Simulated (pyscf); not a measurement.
I–Si(I)(I)–I, singlet

Gas-phase minimum from PySCF at ωB97X-D3(BJ)/def2-SVP, one conformer. 

SMILES: I[Si](I)(I)I
```xyz
5

I      1.0092     1.6878    -0.9610
Si     0.7111    -0.3800     0.2369
I      1.0024     0.0099     2.5956
I     -1.5053    -1.2300    -0.1694
I      2.3380    -1.9872    -0.5179
```
Charge 0, spin multiplicity 1.

Bonds (Å): I1–Si2 2.408, Si2–I3 2.408, Si2–I4 2.408, Si2–I5 2.408. Angles (°): I1–Si2–I3 109.5, I1–Si2–I4 109.5, I1–Si2–I5 109.5, I3–Si2–I4 109.5, I3–Si2–I5 109.5, I4–Si2–I5 109.5.

Properties at ωB97X-D3(BJ)/def2-SVP:

| Property | Value |
|---|---|
| Harmonic wavenumbers, unscaled | 61, 61, 95, 95, 95, 184, 452, 452, 452 cm⁻¹ |
| Zero-point energy | 2.8 kcal/mol |
| Rotational symmetry number | 12 |
| Entropy of this conformer at 298 K and 1 atm, rigid rotor and harmonic oscillator, modes under 100 cm⁻¹ raised to 100 | 401.3 J/(mol K) |
| Dipole moment | 0.00 D |

Single-point totals, which compare only within one level:

```json
[
 {"level": "ωB97X-D3(BJ)/def2-TZVP", "total energy (hartree)": "-1480.89821"},
 {"level": "PBE/def2-TZVP", "total energy (hartree)": "-1480.31014"},
 {"level": "r²SCAN/def2-TZVP", "total energy (hartree)": "-1480.94653"},
 {"level": "B3LYP-D3(BJ)/def2-TZVP", "total energy (hartree)": "-1480.91821"},
 {"level": "PBE0-D3(BJ)/def2-TZVP", "total energy (hartree)": "-1480.45452"},
 {"level": "M06-2X/def2-TZVP", "total energy (hartree)": "-1480.17922"},
 {"level": "ωB97M-D3(BJ)/def2-TZVP", "total energy (hartree)": "-1480.86158"}
]
```

Elements past Kr carry the def2 core potentials, without spin-orbit coupling.
